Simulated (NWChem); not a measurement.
# Atomisation of BeCl$_{2}$

```
Be
Cl 1 1.8144
Cl 1 1.8144 2 180.00
```
Charge 0, spin multiplicity 1.

The numbers come from NWChem runs, not from measurements. All single points use one geometry, from PBE/def2-SVP, a minimum by its harmonic frequencies.

Basis set: def2-TZVP. The atomisation energy is electronic alone: no zero-point, thermal, spin-orbit or counterpoise terms. No value is extrapolated to the basis-set limit. Free atoms are single determinants with multiplicities Be 1, Cl 2.

B3LYP has NWChem's definition, with VWN1-RPA local correlation. The structure started from a generated list of species. The stability of the SCF solutions was not checked. Open-shell Hartree-Fock references start from PBE0 orbitals.

Problem. Order these methods by the atomisation energy they give, lowest first: HF, BP86, PBE, B3LYP.

Solution. HF (182.7 kcal/mol), B3LYP (219.3 kcal/mol), BP86 (223.9 kcal/mol), PBE (226.7 kcal/mol)
